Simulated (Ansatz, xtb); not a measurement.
**Relative energy of two isomers of C4H7NO2**

We compare I, `N[C@@H]1C[C@@H](C=O)O1`, a singlet, with II, `N[C@@H]1OC[C@@H]1C=O`, a singlet. Both are isolated molecules in the gas phase, relaxed with B3LYP/def2-SVP; each stands in its lowest conformer found.

Energies in hartree; the thermal terms are from GFN2-xTB frequencies at re-optimised GFN2-xTB minima (ideal gas, soft modes damped towards free rotors, one conformer each, 298.15 K, 1 atm) and include the zero-point energy:

|  | I | II |
| --- | --- | --- |
| E, CCSD(T)/def2-SVP | −360.552268 | −360.551877 |
| E, MP2/def2-SVP | −360.465266 | −360.465210 |
| E, MP2/def2-TZVPP | −361.145379 | −361.144428 |
| zero-point energy | 0.109488 | 0.109726 |
| H(298 K) − E | 0.117641 | 0.117759 |
| G(298 K) − E | 0.077851 | 0.078243 |

Q: Correct the CCSD(T) difference for the basis set by the MP2 change, then work out ΔE, ΔE₀, ΔH and ΔG for I → II in kJ/mol (1 Eh = 2625.50 kJ/mol) and the equilibrium ratio [II]/[I].

A: 1. Differences II − I: CCSD(T) +0.000391, MP2 in the small set +0.000056, MP2 in the large set +0.000951 Eh.
2. ΔE = +0.000391 + (+0.000951 − (+0.000056)) = +0.001286 Eh = +3.38 kJ/mol.
3. ΔE₀ = ΔE + ΔZPE = +0.001286 + (+0.000238) Eh = +4.00 kJ/mol.
4. ΔH = ΔE + (+0.000118) Eh = +3.69 kJ/mol.
5. ΔG = ΔE + (+0.000392) Eh = +4.41 kJ/mol, so ΔS = (ΔH − ΔG)/T = −2.4 J/(mol K).
6. kT = 0.9442 mEh, so K = [II]/[I] = exp(−ΔG/kT) = exp(−1.78) ≈ 0.17.

The sums favour I, but ΔE leans on the basis-set step (CCSD(T) alone has the other sign or is under 1 kcal/mol), so the order isn't settled. An error of 4 kJ/mol in ΔG would change K by a factor of 5. Mirror images and further conformers aren't counted.

As drawn, both hold the same kinds of bond in the same numbers.

Other levels gave ΔE = +2.2 (GFN2-xTB); +2.0 (HF/STO-3G, GFN2-xTB geometries); +2.9 (r2SCAN-D4/def2-SVP, GFN2-xTB geometries); +3.4 (B3LYP/def2-SVP); +3.4 (HF/def2-SVP); +0.1 (MP2/def2-SVP); +1.0 (CCSD(T)/def2-SVP) kJ/mol. The correlated steps freeze 7 core orbitals. Programs: Ansatz 0.2.0, xtb 6.7.1.
